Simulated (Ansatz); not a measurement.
`C#CCCCCC` + `OCF` → `CCCOCF` + `C#CCC`  (substitution at a C–C bond)

Calculated with Ansatz (gas phase, PBE0-D4/def2-TZVP geometries, no zero-point term in ΔE). CCSD(T)/CBS is the MP2 limit (def2-TZVPP, def2-QZVPP) plus CCSD(T) − MP2 in def2-TZVPP, frozen cores. DFT in def2-TZVPP. B3LYP here is the variant with VWN-RPA as its local correlation; programs differ in this. One conformer a species, not always the lowest.

`C#CCCCCC`:

Cartesian coordinates in Å:
```
C 2.842 -1.459 -0.373
C 1.673 -1.591 -0.615
C 0.257 -1.724 -0.912
C -0.380 -0.424 -1.415
C -0.250 0.750 -0.457
C -0.922 0.541 0.891
C -0.842 1.772 1.778
H 3.878 -1.351 -0.158
H 0.124 -2.508 -1.665
H -0.262 -2.075 -0.014
H 0.077 -0.161 -2.373
H -1.438 -0.624 -1.614
H -0.681 1.638 -0.935
H 0.811 0.971 -0.301
H -1.972 0.266 0.735
H -0.457 -0.304 1.410
H 0.198 2.049 1.969
H -1.330 2.630 1.306
H -1.325 1.605 2.744
```

`OCF`:

Cartesian coordinates in Å:
```
O -0.279 1.018 -0.238
C 0.276 -0.207 0.022
F -0.342 -1.199 -0.713
H -1.162 1.054 0.144
H 0.186 -0.503 1.074
H 1.321 -0.163 -0.289
```

`CCCOCF`:

Cartesian coordinates in Å:
```
C -1.858 1.107 -0.359
C -0.366 0.823 -0.379
C -0.087 -0.666 -0.328
O 1.292 -0.983 -0.449
C 1.985 -1.080 0.717
F 2.241 0.165 1.274
H -2.055 2.179 -0.406
H -2.324 0.726 0.554
H -2.365 0.640 -1.208
H 0.087 1.227 -1.290
H 0.130 1.313 0.462
H -0.482 -1.100 0.602
H -0.583 -1.168 -1.164
H 1.434 -1.645 1.480
H 2.951 -1.537 0.492
```

`C#CCC`:

```xyz
10

C     2.169    0.274    0.679
C     0.971    0.258    0.598
C    -0.477    0.226    0.474
C    -0.946   -0.374   -0.849
H     3.230    0.291    0.758
H    -0.891   -0.346    1.311
H    -0.863    1.245    0.580
H    -2.036   -0.378   -0.900
H    -0.564    0.204   -1.693
H    -0.592   -1.400   -0.957
```

```tsv
level	ΔE (kJ/mol)	difference from CCSD(T)/CBS
r2SCAN-D4	28.0	-6.9
B3LYP-D4	26.2	-8.7
PBE	25.1	-9.8
r2SCAN	26.4	-8.5
HF/def2-TZVPP	19.4	-15.5
CCSD/def2-TZVPP	32.3	-2.6
HF/def2-QZVPP	19.4	-15.5
MP2/def2-QZVPP	40.9	6.0
SCS-MP2/def2-QZVPP	35.3	0.4
HF/CBS(def2)	19.4	-15.5
CCSD(T)/CBS	34.9	0
```

Largest T1 diagnostic among the species: 0.011.

The D4 term adds +6.4 kJ/mol with B3LYP and +3.9 kJ/mol with PBE0; it sums over pairs of atoms, weighted by their polarisabilities, and B3LYP, whose exchange is more repulsive, gets the larger term. From PBE to PBE0 (25 % exact exchange), in def2-TZVPP and without D4, ΔE moves by +3.6 kJ/mol.
